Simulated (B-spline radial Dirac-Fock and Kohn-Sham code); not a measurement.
## Electron momentum distribution of La⁺: Compton profiles

System: lanthanum as La⁺ in the configuration 1s2 2s2 2p6 3s2 3p6 3d10 4s2 4p6 4d10 5s2 5p6 5d2, inside a Watson sphere of charge -1 and radius 1.6 Å (a model of the Madelung potential; inside it an electron's potential energy is raised by 9.0 eV).

Input of the calculation (task.json; shells as n, l, electrons):

```json
{"items": [{
  "Z": 57,
  "q": 1,
  "cfg": [[1, 0, 2], [2, 0, 2], [2, 1, 6], [3, 0, 2], [3, 1, 6], [3, 2, 10], [4, 0, 2], [4, 1, 6], [4, 2, 10], [5, 0, 2], [5, 1, 6], [5, 2, 2]],
  "A": 139,
  "rrms": 4.855,
  "watson": [-1, 1.6],
  "do": ["scatter"],
  "s": [0.0, 0.05, 0.1, 0.15, 0.2, 0.25, 0.3, 0.35, 0.4, 0.45, 0.5, 0.6, 0.7, 0.8, 0.9, 1.0, 1.1, 1.2, 1.4, 1.6, 1.8, 2.0, 2.5, 3.0, 3.5, 4.0, 5.0, 6.0],
  "pz": [0, 0.1, 0.2, 0.3, 0.4, 0.5, 0.6, 0.8, 1.0, 1.2, 1.4, 1.6, 1.8, 2.0, 2.5, 3.0, 4.0, 5.0, 7.0, 10.0, 15.0, 20.0, 30.0, 40.0, 60.0, 100.0],
  "hv_scatter": [5000, 8047.8, 10000, 20000, 100000, 200000, 500000, 1000000]
}]}
```

Command: `python xray_run.py task.json out`

Level of theory: the impulse approximation on relativistic Hartree-Fock (Dirac-Fock) wave functions, averaged over the configuration; an atomic code on a B-spline grid. pz is in atomic units of momentum; subshell profiles are per electron, for a selection of subshells; open shells are spread over both j values by their weights.

```csv
pz,J total,J 3s1/2,J 3d3/2,J 4d5/2,J 5d5/2
0,9.403,0.114,0.0463,0.133,0.696
0.1,9.378,0.114,0.0463,0.133,0.696
0.2,9.283,0.114,0.0463,0.133,0.687
0.3,9.063,0.113,0.0463,0.133,0.644
0.4,8.701,0.113,0.0463,0.133,0.561
0.5,8.241,0.112,0.0463,0.133,0.460
0.6,7.733,0.111,0.0463,0.133,0.363
0.8,6.708,0.109,0.0463,0.133,0.216
1,5.791,0.107,0.0463,0.132,0.125
1.2,5.055,0.104,0.0463,0.131,0.0714
1.4,4.512,0.101,0.0463,0.130,0.0400
1.6,4.125,0.0972,0.0463,0.127,0.0221
1.8,3.842,0.0933,0.0463,0.124,0.0122
2,3.617,0.0890,0.0463,0.119,0.00695
2.5,3.127,0.0776,0.0462,0.103,0.00317
3,2.645,0.0658,0.0461,0.0824,0.00298
4,1.840,0.0438,0.0453,0.0433,0.00222
5,1.361,0.0270,0.0436,0.0187,0.00107
7,0.9161,0.0108,0.0368,0.00407,0.000192
10,0.5538,0.00812,0.0229,0.00318,0.000123
15,0.2520,0.00493,0.00739,0.00145,5.96e-05
20,0.1307,0.00142,0.00214,0.000436,1.81e-05
30,0.04549,0.000250,0.000208,4.08e-05,1.70e-06
40,0.02000,0.000227,2.82e-05,5.19e-06,< 1e-6
60,0.005612,9.19e-05,1.21e-06,< 1e-6,< 1e-6
100,0.0008402,1.26e-05,< 1e-6,< 1e-6,< 1e-6
```

J(0) = 9.403. The 5p3/2 subshell gives the largest part, 19 %.

Mean momentum ⟨p⟩ by subshell (a.u.): 1s1/2 53.9, 2s1/2 19.1, 2p1/2 25.5, 2p3/2 23.9, 3s1/2 9.45, 3p1/2 11.3, 3p3/2 10.8, 3d3/2 12.9, 3d5/2 12.7, 4s1/2 4.67, 4p1/2 5.19, 4p3/2 5.00, 4d3/2 5.28, 4d5/2 5.21, 5s1/2 1.86, 5p1/2 1.93, 5p3/2 1.84, 5d3/2 1.09, 5d5/2 1.06.
